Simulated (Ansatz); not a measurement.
System: sum formula GaH₂Cl, net charge 0, singlet state. SMILES: [Cl][GaH2]
Coordinates optimised at B3LYP-D3(BJ)/def2-TZVP (Ansatz, a first-principles code):
```
Ga
H 1 1.5569
H 1 1.5569 2 129.93
Cl 1 2.1661 2 115.03 3 180.00
```
Charge 0, spin multiplicity 1.

Parts of the frozen-core correlation energy in def2-QZVPPD (Ansatz, hartree). Frozen orbitals: 19; correlated occupied orbitals by spin: 6 and 6; virtual: 215 and 215. No spin-orbit coupling. Non-relativistic.

| term | value |
|---|---|
| reference (HF) | -2384.02526 |
| MP2 opposite-spin | -0.23630 |
| MP2 same-spin | [?] |
| CCSD correlation | [?] |
| (T) | [?] |
| T1 diagnostic | 0.008 |
| largest doubles amplitude | 0.022 |

Question: Complete the blanks.

Answer: 
- MP2 same-spin, value: -0.05936
- CCSD correlation, value: -0.32406
- (T), value: -0.01282
